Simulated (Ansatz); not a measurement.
Species: dibromo(dimethyl)silane, C2H6Br2Si, net charge 0, singlet state. 
Geometry from a B3LYP-D3(BJ)/def2-TZVP (Ansatz, a quantum-chemistry and plane-wave program) optimisation:
```
Si
C 1 1.8571
H 2 1.0898 1 110.74
H 2 1.0918 3 108.57 1 -120.91
H 2 1.0918 3 108.57 4 -118.19
C 1 1.8571 2 114.19 3 180.00
H 6 1.0898 1 110.74 2 180.00
H 6 1.0918 7 108.57 1 -120.91
H 6 1.0918 7 108.57 8 -118.19
Br 1 2.2416 2 108.53 3 58.80
Br 1 2.2416 2 108.53 3 -58.80
```

Basis-set convergence of Hartree-Fock and CCSD(T) correlation energies (hartree) with Ansatz. Valence correlation only, unless marked. Spin-orbit coupling is left out. The frozen core is the preceding noble-gas configuration, with the filled d and f shells of earlier blocks. Non-relativistic.

```tsv
basis	functions	E(HF)	E(corr, CCSD(T))
def2-SVPD	194	-5512.35940	-0.73727
def2-TZVPPD	338	-5513.17461	-0.89589
def2-QZVPPD	596	-5513.28465	-0.95844
```

Extrapolating the two largest sets (X = 3 and 4) as X^-3: E(corr) = (64·(-0.95844) - 27·(-0.89589))/37 = -1.0041 Eh, an estimate of the basis-set limit. The largest set recovers 95.5 % of it, the smallest 73.4 %.
